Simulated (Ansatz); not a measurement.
Cost and result up the ladder for the cluster Cu5H4 (9 atoms). Charge 0, multiplicity 2. Geometry: B3LYP-D4/def2-SVP.

Cartesian coordinates in Å:
```
Cu 0.8581 -2.6104 -4.6272
Cu 0.2183 2.3314 2.7992
Cu 0.1101 0.9023 0.8050
Cu -0.5880 -0.8969 -0.7278
Cu 0.1432 -2.5079 -2.4128
H -0.8323 0.6651 -0.4659
H 1.0908 1.1599 2.0276
H -0.4939 -2.4761 -0.9436
H -0.5062 3.4328 3.5456
```

Ansatz on 4 threads of Arm Neoverse V2 on a shared host. Times are rough, and most runs start from the orbitals of an earlier one. PBE0-D4/def2-TZVP serves as the yardstick here, not as an exact answer. Differences are given only for rows in sets of like size (and for xTB, whose basis is part of the method), since another set adds its own error. Binding counts from free atoms at the same level (Cu doublet, H doublet; other spins of the atoms weren't run), without zero-point energy or a counterpoise term.

Correlated methods freeze 45 core orbitals. HOMO above LUMO, or a gap near zero within one spin, warns that the state may not be the lowest or that an electron is smeared out. No other spin state of charge 0 was run. Another isomer (doublet) lies 2.75 eV lower at PBE0-D4/def2-TZVP; other spin states weren't run for this one.

Run but left out: HF/STO-3G (⟨S²⟩ 7.24, where a pure state has 0.75).

Correlated methods converge slowly with the basis.

```tsv
level	functions	wall time	binding energy per atom (eV)	difference from PBE0-D4/def2-TZVP (eV)	remarks
LDA (SPW92)/def2-TZVP	249	6 s	2.28	0.52	gap within one spin near zero
PBE-D4/def2-SVP	175	8.5 s	2.17	–	gap within one spin near zero
revPBE-D4/def2-TZVP	249	12 s	1.85	0.09	gap within one spin near zero
PBE-D4/def2-TZVP (with forces)	249	12 s	1.94	0.18	gap within one spin near zero
PBE0-D4/def2-SVP	175	13 s	1.93	–	–
MP2/def2-TZVP	249	20 s	1.72	-0.04	–
PBE0-D4/def2-TZVP	249	22 s	1.76	0.00	–
r2SCAN-D4/def2-TZVP	249	29 s	1.99	0.22	gap within one spin near zero
r2SCANh-D4/def2-TZVP	249	33 s	1.91	0.14	–
```
